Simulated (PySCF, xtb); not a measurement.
CrO2Cl2, SMILES [Cl][Cr](=[O])([Cl])=[O], multiplicity 1.

Harmonic wavenumbers (cm⁻¹) from xtb with GFN2-xTB at its own minimum, in rising order: 165, 210, 230, 256, 289, 412, 441, 900, 1017.

Task: What does PBE-D3(BJ)/def2-SVP in PySCF 2.14.0 give at its own minimum? (An estimate is asked for; the answer gives what the named calculation found.)

Result: 137, 218, 232, 269, 360, 467, 494, 1080, 1096. Paired by order, the mean absolute difference is 55 cm⁻¹ and the zero-point energies are 5.6 and 6.2 kcal/mol.
